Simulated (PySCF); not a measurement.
# Correlation energy of S (sulfur, neutral)

[Ne] 3s2 3p4, high-spin 3P determinant. All numbers are calculated (PySCF 2.14, the non-relativistic Hamiltonian (point nucleus), in def2-SVP (4s3p1d, 18 functions)). Frozen: [Ne]; 6 electrons correlated.

MP2 pair energies summed by pair of shells (mhartree):

```csv
pair,energy,share (%)
3p-3p,-38.27,46.6
3s-3p,-36.13,44.0
3s-3s,-7.65,9.3
```

Total MP2 correlation energy: -82.04 mhartree.

Same-spin part -19.82 and opposite-spin part -62.22 mhartree; SCS-MP2 scales them by 1/3 and 6/5 to -81.27 mhartree.

```json
{"level": "CCSD", "correlation energy (mhartree)": "-100.38"}
{"level": "(T)", "correlation energy (mhartree)": "-1.13"}
{"level": "CCSD(T)", "correlation energy (mhartree)": "-101.51"}
```

Diagnostics: T1 = 0.0072, D1 = 0.0209, largest double amplitude 0.050.

Q: Is a single reference adequate?

A: Yes: T1 lies below 0.03 and no double amplitude reaches 0.07.
